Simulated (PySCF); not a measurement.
I (SMILES [I+]), charge +1, triplet (all electrons, no relativity); PySCF with R2SCAN/STO-3G.

Input for PySCF:
```python
from pyscf import gto, scf, dft

mol = gto.M(
    atom='''
I     0.000000    0.000000    0.000000
''',
    basis='sto-3g',
    charge=1,
    spin=2,
    verbose=4,
)

mf = dft.UKS(mol)
mf.xc = 'r2scan'
mf.grids.level = 0
mf.kernel()
mf.analyze()
```

Output, abridged:

```
PySCF version 2.14.0

[INPUT] verbose = 4
[INPUT] num. atoms = 1
[INPUT] num. electrons = 52
[INPUT] charge = 1
[INPUT] spin (= nelec alpha-beta = 2S) = 2
[INPUT] symmetry False subgroup None
[INPUT] Mole.unit = angstrom
[INPUT] Symbol           X                Y                Z      unit          X                Y                Z       unit  Magmom
[...]
nuclear repulsion = 0
number of shells = 11
number of NR pGTOs = 81
number of NR cGTOs = 27
basis = sto-3g
ecp = {}

******** <class 'pyscf.dft.uks.UKS'> ********
method = UKS
initial guess = minao
damping factor = 0
level_shift factor = 0
DIIS = <class 'pyscf.scf.diis.CDIIS'>
diis_start_cycle = 1
diis_space = 8
diis_damp = 0
SCF conv_tol = 1e-09
SCF conv_tol_grad = None
SCF max_cycles = 50
direct_scf = True
direct_scf_tol = 1e-13
number electrons alpha = 27  beta = 25
XC library pyscf.dft.libxc version 7.1.2
    S. Lehtola, C. Steigemann, M. J. T. Oliveira, and M. A. L. Marques,  SoftwareX 7, 1–5 (2018)
XC functionals = r2scan
    J. W. Furness, A. D. Kaplan, J. Ning, J. P. Perdew, and J. Sun,  J. Phys. Chem. Lett. 11, 8208–8215 (2020)
    J. W. Furness, A. D. Kaplan, J. Ning, J. P. Perdew, and J. Sun,  J. Phys. Chem. Lett. 11, 9248–9248 (2020)
    J. W. Furness, A. D. Kaplan, J. Ning, J. P. Perdew, and J. Sun,  J. Phys. Chem. Lett. 11, 8208–8215 (2020)
    J. W. Furness, A. D. Kaplan, J. Ning, J. P. Perdew, and J. Sun,  J. Phys. Chem. Lett. 11, 9248–9248 (2020)
radial grids:
    Treutler-Ahlrichs [JCP 102, 346 (1995); DOI:10.1063/1.469408] (M4) radial grids

becke partition: Becke, JCP 88, 2547 (1988); DOI:10.1063/1.454033
pruning grids: <function nwchem_prune>
grids dens level: 0
symmetrized grids: False
atomic radii adjust function: <function treutler_atomic_radii_adjust>
small_rho_cutoff = 0
Set gradient conv threshold to 3.16228e-05
tot grids = 2832
init E= -6831.16143651513
cycle= 1 E= -6852.42375244019  delta_E= -21.3  |g|= 0.0637  |ddm|= 1.48
cycle= 2 E= -6852.42453689845  delta_E= -0.000784  |g|= 0.000394  |ddm|= 0.0273
cycle= 3 E= -6852.42453705517  delta_E= -1.57e-07  |g|= 3.61e-05  |ddm|= 0.00324
cycle= 4 E= -6852.42453720243  delta_E= -1.47e-07  |g|= 4e-05  |ddm|= 0.00336
cycle= 5 E= -6852.42453642141  delta_E= 7.81e-07  |g|= 9.52e-06  |ddm|= 0.0323
cycle= 6 E= -6852.42453643208  delta_E= -1.07e-08  |g|= 9.42e-06  |ddm|= 0.000995
cycle= 7 E= -6852.42453647923  delta_E= -4.72e-08  |g|= 9.02e-06  |ddm|= 0.00444
cycle= 8 E= -6852.4245373111  delta_E= -8.32e-07  |g|= 1.45e-05  |ddm|=  0.1
cycle= 9 E= -6852.4245372363  delta_E= 7.48e-08  |g|= 1.37e-05  |ddm|= 0.00676
cycle= 10 E= -6852.42453625414  delta_E= 9.82e-07  |g|= 1.23e-05  |ddm|= 0.114
cycle= 11 E= -6852.42453513984  delta_E= 1.11e-06  |g|= 2.04e-05  |ddm|= 0.0738
cycle= 12 E= -6852.42453582303  delta_E= -6.83e-07  |g|= 1.65e-05  |ddm|= 0.0421
cycle= 13 E= -6852.42453585486  delta_E= -3.18e-08  |g|= 1.63e-05  |ddm|= 0.00236
cycle= 14 E= -6852.42453628574  delta_E= -4.31e-07  |g|= 1.34e-05  |ddm|= 0.0324
cycle= 15 E= -6852.42453637486  delta_E= -8.91e-08  |g|= 1.31e-05  |ddm|= 0.00771
cycle= 16 E= -6852.42453665489  delta_E= -2.8e-07  |g|= 1.15e-05  |ddm|= 0.0282
cycle= 17 E= -6852.42453705512  delta_E= -4e-07  |g|= 1.37e-05  |ddm|= 0.0552
cycle= 18 E= -6852.42453705058  delta_E= 4.54e-09  |g|= 1.37e-05  |ddm|= 0.000617
cycle= 19 E= -6852.42453722121  delta_E= -1.71e-07  |g|= 1.65e-05  |ddm|= 0.0191
cycle= 20 E= -6852.42453730181  delta_E= -8.06e-08  |g|= 1.78e-05  |ddm|= 0.0075
cycle= 21 E= -6852.42453660372  delta_E= 6.98e-07  |g|= 1.03e-05  |ddm|= 0.0865
cycle= 22 E= -6852.42453593199  delta_E= 6.72e-07  |g|= 1.62e-05  |ddm|= 0.0569
cycle= 23 E= -6852.42453681822  delta_E= -8.86e-07  |g|= 9.92e-06  |ddm|= 0.084
cycle= 24 E= -6852.42453683257  delta_E= -1.44e-08  |g|= 9.38e-06  |ddm|= 0.00211
cycle= 25 E= -6852.42453691405  delta_E= -8.15e-08  |g|= 8.37e-06  |ddm|= 0.0121
cycle= 26 E= -6852.42453694677  delta_E= -3.27e-08  |g|= 8.23e-06  |ddm|= 0.00483
[...]
cycle= 29 E= -6852.42453686319  delta_E= 2.53e-07  |g|= 6.92e-06  |ddm|= 0.0346
cycle= 30 E= -6852.42453659519  delta_E= 2.68e-07  |g|= 1.02e-05  |ddm|= 0.0347
cycle= 31 E= -6852.42453677929  delta_E= -1.84e-07  |g|= 7.15e-06  |ddm|= 0.0227
cycle= 32 E= -6852.42453680597  delta_E= -2.67e-08  |g|= 7.02e-06  |ddm|= 0.00374
cycle= 33 E= -6852.42453681254  delta_E= -6.57e-09  |g|= 6.87e-06  |ddm|= 0.000938
cycle= 34 E= -6852.42453681849  delta_E= -5.95e-09  |g|= 6.85e-06  |ddm|= 0.000852
cycle= 35 E= -6852.42453666339  delta_E= 1.55e-07  |g|= 8.21e-06  |ddm|= 0.0204
cycle= 36 E= -6852.42453716431  delta_E= -5.01e-07  |g|= 9.39e-06  |ddm|= 0.0669
cycle= 37 E= -6852.42453692938  delta_E= 2.35e-07  |g|= 6.79e-06  |ddm|= 0.0301
cycle= 38 E= -6852.42453697203  delta_E= -4.26e-08  |g|= 7.01e-06  |ddm|= 0.00619
cycle= 39 E= -6852.42453576549  delta_E= 1.21e-06  |g|= 1.89e-05  |ddm|= 0.118
cycle= 40 E= -6852.4245367271  delta_E= -9.62e-07  |g|= 7.88e-06  |ddm|= 0.0831
cycle= 41 E= -6852.42453666036  delta_E= 6.67e-08  |g|= 8.92e-06  |ddm|= 0.00827
cycle= 42 E= -6852.42453634816  delta_E= 3.12e-07  |g|= 1.37e-05  |ddm|= 0.0312
cycle= 43 E= -6852.4245363779  delta_E= -2.97e-08  |g|= 1.3e-05  |ddm|= 0.00261
cycle= 44 E= -6852.42453553906  delta_E= 8.39e-07  |g|= 2.33e-05  |ddm|= 0.061
cycle= 45 E= -6852.42454281938  delta_E= -7.28e-06  |g|= 7.21e-05  |ddm|= 0.318
cycle= 46 E= -6852.42453782738  delta_E= 4.99e-06  |g|= 1.85e-05  |ddm|= 0.115
cycle= 47 E= -6852.4245369245  delta_E= 9.03e-07  |g|= 1.98e-05  |ddm|= 0.0806
cycle= 48 E= -6852.42453708934  delta_E= -1.65e-07  |g|= 1.43e-05  |ddm|= 0.0239
cycle= 49 E= -6852.42453668864  delta_E= 4.01e-07  |g|= 8.2e-06  |ddm|= 0.0549
cycle= 50 E= -6852.42453735186  delta_E= -6.63e-07  |g|= 1.33e-05  |ddm|= 0.0802
SCF not converged.
SCF energy = -6852.42453735186 after 50 cycles  <S^2> = 2  2S+1 = 3
**** SCF Summaries ****
Total Energy =                       -6852.424537351855179
Nuclear Repulsion Energy =               0.000000000000000
One-electron Energy =                -9416.296387597325520
Two-electron Energy =                 2563.871850245469886
Two-electron Coulomb Energy =         2739.877983939612477
DFT Exchange-Correlation Energy =     -176.006133694142676
**** MO energy ****
                             alpha | beta                alpha | beta
[...]
To work with the spin densities directly, `use mulliken_meta_spin()` only printing them here.

 ** Mulliken spin pop alpha/beta on meta-lowdin orthogonal AOs **
 ** Mulliken Spin Density (per AO)  **
spin_pop of  0 I 1s        0.00000
spin_pop of  0 I 2s        0.00000
spin_pop of  0 I 3s       -0.00000
spin_pop of  0 I 4s       -0.00000
spin_pop of  0 I 5s       -0.00000
spin_pop of  0 I 2px       0.00000
spin_pop of  0 I 2py       0.00000
spin_pop of  0 I 2pz       0.00000
spin_pop of  0 I 3px       0.00002
spin_pop of  0 I 3py       0.00001
spin_pop of  0 I 3pz       0.00001
spin_pop of  0 I 4px       0.00035
spin_pop of  0 I 4py       0.00015
spin_pop of  0 I 4pz       0.00028
spin_pop of  0 I 5px       0.89680
spin_pop of  0 I 5py       0.38010
spin_pop of  0 I 5pz       0.72227
spin_pop of  0 I 3dxy      0.00000
spin_pop of  0 I 3dyz     -0.00000
spin_pop of  0 I 3dz^2    -0.00000
spin_pop of  0 I 3dxz     -0.00000
spin_pop of  0 I 3dx2-y2   -0.00000
spin_pop of  0 I 4dxy      0.00000
spin_pop of  0 I 4dyz     -0.00000
spin_pop of  0 I 4dz^2     0.00000
spin_pop of  0 I 4dxz     -0.00000
spin_pop of  0 I 4dx2-y2   -0.00000
 ** Mulliken Spin Density (per atom)  **
spin density of  0 I =      2.00000
 ** Mulliken pop alpha/beta on meta-lowdin orthogonal AOs **
 ** Mulliken pop       alpha | beta **
[...]
In total            27.00000 | 25.00000
 ** Mulliken atomic charges   ( Nelec_alpha | Nelec_beta ) **
charge of  0I =      1.00000  (    27.00000     25.00000 )

WARN: System has nonzero charge 1; the dipole moment is origin-dependent.
Location of origin: [0. 0. 0.]

Dipole moment(X, Y, Z, Debye):  0.00000,  0.00000,  0.00000
```

The run did not converge; its last values are not results.
